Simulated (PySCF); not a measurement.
Atom-mapped SMILES (the numbers label the heavy atoms): `[PH2:1][Si:2]([PH2:3])([Cl:4])[CH2:5][C:6]([Cl:7])([Cl:8])[Cl:9]` (H(Xn): hydrogen on atom n).

How the numbers were obtained: PBE0/pcSseg-1 with gauge-including orbitals, geometry: GFN2-xTB, in PySCF (in vacuum, non-relativistic, rapidly exchanging positions averaged, a single conformation).

Shifts are taken against calculated references (same method and geometry level): TMS for $^{13}$C (σ = 186.93 ppm), $^{1}$H (σ = 31.72 ppm), $^{29}$Si (σ = 349.16 ppm); H3PO4 for $^{31}$P (σ = 318.38 ppm); HCl for $^{35}$Cl (σ = 949.78 ppm).

```
      atoms    nucleus  count  Hirshfeld charge  δ (ppm)
         C6   $^{13}$C      1              0.10    121.7
Cl7/Cl8/Cl9  $^{35}$Cl      3             -0.02        ?
      H(C5)    $^{1}$H      2              0.04     2.73
        Si2  $^{29}$Si      1              0.27     45.8
      P1/P3   $^{31}$P      2             -0.02        ?
         C5   $^{13}$C      1             -0.19     62.2
H(P1)/H(P3)    $^{1}$H      4             -0.01     1.67
        Cl4  $^{35}$Cl      1             -0.12       31
```

Q: Complete the table.

A: 
- P1/P3: -248.0 ppm, phosphorus bonded to Si, 2 H
- Cl7/Cl8/Cl9: 500 ppm, chlorine bonded to C

Carbons that carry Cl, above all several Cl atoms, come out too deshielded, partly because spin–orbit coupling is missing. Shifts are as computed. Against solution values, carbons near 30 ppm lie about +3 ppm off and those near 130 ppm about +5 ppm; carbons on Cl a further +6 ppm. Of 1211 compounds with measured shifts, 218 miss one by over three times the rms of a fit or turn the order of signals round; such compounds aren't used in these exercises. Experimental scales use liquid or dissolved standards, which lie at an offset from isolated H3PO4.
